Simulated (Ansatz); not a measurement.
Geometry optimisation, UHF/6-31G* in Ansatz.

Input file:

```yaml
crystal:
  periodic: [false, false, false]
  atoms:
    - { symbol: Al, position_ang: [0.0, 0.0, 0.0] }
    - { symbol: F, position_ang: [0.0, 0.0, 1.94] }
    - { symbol: Cl, position_ang: [1.9312, 0.0, -1.115] }
    - { symbol: Cl, position_ang: [-1.9312, 0.0, -1.115] }
    - { symbol: Cl, position_ang: [0.0, 0.0, 3.74] }
magnetization:
  spin_polarized: true
  initial_magnetization: 1
basis:
  gaussian: { orbitals: "6-31G*" }
hamiltonian:
  xc: hf
relax:
  f_tol: 0.15
  max_steps: 25
  restrain:
    - { distance: [1, 4], at: 1.5, k: 30.0 }
    - { distance: [0, 1], at: 2.89, k: 30.0 }
```

Run as:

```bash
$ ansatz run input.yaml --threads 2 --pin off --max-ram 3072MiB --backend cpu --events-out ev --progress --plain --runs-dir out
```

Q: Where does it end, and by what steps?

A: The forces met the threshold. The restraints hold the end off the free minimum. After 8 steps the energy has risen by 1.342 eV (the restraints' own energy left out); F2 moved furthest, 0.63 Å. The start is strongly strained (largest force component 12 eV/Å), so its close contacts needn't be bonds. Parted: Al1–F2 (1.94 → 2.90 Å).

```
step  energy less start (eV)  largest force component (eV/Å)  accepted
   0                  0.0000                          11.783       yes
   1                  1.1288                           8.255       yes
   2                  1.6963                           3.452       yes
   3                  2.0716                           8.884       yes
   4                  1.3731                           0.452       yes
   5                  1.5768                           3.823       yes
   6                  1.3264                           1.736       yes
   7                  1.3119                           1.355        no
   8                  1.3422                           2.140       yes
```

```xyz
5
Properties=species:S:1:pos:R:3
Al 0.000 0.000 -0.338
F 0.035 0.001 2.565
Cl 1.797 0.000 -1.460
Cl -1.803 0.000 -1.452
Cl -0.028 0.000 4.135
```

The run took 15 s on 2 threads of Arm Neoverse V2, with other jobs on the host, peak memory 0.24 GiB.
